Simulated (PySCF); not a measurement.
**Mayer bond orders and bond lengths**

Compound: C6H16OP2.
Numbering: `[CH3:1][CH:2]([CH3:3])[P@@:4]([CH3:5])(=[O:6])[P:7]([CH3:8])[CH3:9]` (hydrogens: H10, H11, H12 on C1; H13 on C2; H14, H15, H16 on C3; H17, H18, H19 on C5; H20, H21, H22 on C8; H23, H24, H25 on C9)

Cartesian coordinates in Å at the GFN2-xTB level; atoms count from 1:
```
atom  x, y, z in Å
C1    -1.6312   -0.7534   -1.4570
C2    -1.4071   -0.7064    0.0445
C3    -2.6517   -0.3081    0.8233
P4    -0.0153    0.4364    0.5006
C5    -0.4145    2.0736   -0.2334
O6     0.2116    0.5067    1.9571
P7     1.7516   -0.2846   -0.6430
C8     2.9043    0.8947    0.1936
C9     2.0288   -1.7340    0.4708
H10   -2.0770    0.1751   -1.8073
H11   -0.6847   -0.9039   -1.9764
H12   -2.3019   -1.5715   -1.7151
H13   -1.0728   -1.6901    0.3991
H14   -3.4235   -1.0711    0.7322
H15   -3.0559    0.6324    0.4525
H16   -2.4023   -0.1862    1.8759
H17   -0.4084    2.0319   -1.3180
H18    0.3408    2.7747    0.1158
H19   -1.3850    2.4018    0.1324
H20    3.9231    0.5222    0.0931
H21    2.6467    0.9870    1.2491
H22    2.8457    1.8696   -0.2881
H23    1.3800   -2.5571    0.1749
H24    1.8241   -1.4553    1.5051
H25    3.0636   -2.0604    0.3741
```

Bond orders from the PBE0/pcSseg-1 density (PySCF). The structure is a single GFN2-xTB conformer in the gas phase; no vibrational or solvent corrections.

Problem. How far do the computed orders between heavy atoms stray from the drawn ones?

Solution. The largest departure is 0.267, at P4–O6 (drawn double, 1.733). Drawn single, order below 0.88: C2–P4 (0.867) and P4–P7 (0.862).

Problem. Set the Mayer orders of the bonds between heavy atoms beside their lengths.

Solution. 
```
 bond  drawn as  length (Å)  Mayer order
C1–C2    single       1.519        0.997
C2–C3    single       1.521        1.026
C2–P4    single       1.858        0.867
P4–C5    single       1.838        0.925
P4–O6    double       1.476        1.733
P4–P7    single       2.225        0.862
P7–C8    single       1.849        0.974
P7–C9    single       1.849        0.971
```

Bonds between the same two heavy elements. C–C: lowest C1–C2 (0.997, 1.519 Å), highest C2–C3 (1.026, 1.521 Å). C–P: lowest C2–P4 (0.867, 1.858 Å), highest P7–C8 and P7–C9 (0.974, 1.849 Å); in 2 of the 6 pairs the longer bond (by over 0.003 Å) has the higher order (by 0.02 or more). Bonds named together lie within 0.004.

Problem. And the bonds to hydrogen?

Solution. C–H: 0.92 to 0.96 (16 bonds).

Problem. Sum the orders of all bonds at each heavy atom with more than one neighbour and set the sums beside the valence in the SMILES.

Solution. C1 3.873 (drawn 4), C2 3.811 (drawn 4), C3 3.903 (drawn 4), P4 4.387 (drawn 5), C5 3.747 (drawn 4), P7 2.807 (drawn 3), C8 3.812 (drawn 4), C9 3.807 (drawn 4). Orders between atoms that aren't bonded are not in these sums.

For a closed shell the Mayer order of atoms A and B is Σ (PS)μν (PS)νμ over the basis functions μ on A and ν on B, with P the density and S the overlap matrix.
